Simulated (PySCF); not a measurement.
**Nuclear quadrupole coupling in `C#C[Si@@H]1C=C(C[SiH3])[SiH2]O1`**

C₅H₁₀OSi₃.
Cartesian coordinates in Å at the GFN2-xTB level; atoms count from 1:
```xyz
19
C5H10OSi3 angstrom
C     -3.6974    0.8298   -1.7280
C     -3.1026    0.3375   -0.8069
Si    -2.1933   -0.3930    0.6306
C     -0.6071    0.5284    1.0355
C      0.5056   -0.1869    0.8159
C      1.8818    0.3334    1.0265
Si     2.5931    1.0410   -0.5967
Si     0.1331   -1.9238    0.1553
O     -1.4955   -1.8114    0.1482
H     -4.2152    1.2537   -2.5403
H     -3.0856   -0.7279    1.7370
H     -0.5609    1.5426    1.4124
H      1.8809    1.1247    1.7801
H      2.5351   -0.4654    1.3812
H      3.9511    1.5263   -0.3285
H      2.6396   -0.0105   -1.6135
H      1.7568    2.1531   -1.0497
H      0.5747   -2.1557   -1.2159
H      0.4962   -2.9867    1.0893
```

Field gradients from the PBE0/pcSseg-1 density (PySCF, non-relativistic), principal values in atomic units, ordered |Vxx| ≤ |Vyy| ≤ |Vzz|:

| atom | Vxx | Vyy | Vzz |
| --- | --- | --- | --- |
| O9 | -0.2960 | -0.6552 | 0.9512 |

Question: Find the asymmetry η = (Vxx − Vyy)/Vzz and the couplings χ = eQV/h (234.96 MHz × Q in barn × V in au), with Q(17O) = −0.0256 b.

Answer: 
```csv
atom,environment,nucleus,η,χzz (MHz),χxx (MHz),χyy (MHz)
O9,siloxane oxygen,17O,0.38,-5.72,1.78,3.94
```

The tensor is traceless: Vxx + Vyy + Vzz = 0.

Question: What is Vzz at O9 in SI units (1 au = 9.71736 × 10²¹ V/m²)?

Answer: 0.9512 au = 9.243 × 10²¹ V/m².

Question: And the gradient at the other heavy atoms, for which no coupling is worked out here?

Answer: 
```csv
atom,environment,Vzz (au),η
C1,terminal alkyne carbon,-0.368,0.10
C2,alkyne carbon,-0.359,0.02
Si3,oxygen-bound silicon,0.496,0.99
C4,alkene CH carbon,0.307,0.39
C5,fully substituted alkene carbon,0.414,0.45
C6,sp3 carbon bound to silicon,0.060,0.85
Si7,SiH3 silicon,0.167,0.18
Si8,oxygen-bound silicon,0.556,0.23
```

Were the hydrogens deuterons (Q(2H) = 0.00286 b), χzz would run from 108 kHz (H15, H11 and H19) to 260 kHz (H10).

Isolated species at its GFN2-xTB geometry (one conformer only). GFN2-xTB bond lengths can be off by several hundredths of an ångström, more for odd bonds, and the gradients follow them. With so small a basis the couplings can be 20 % off.
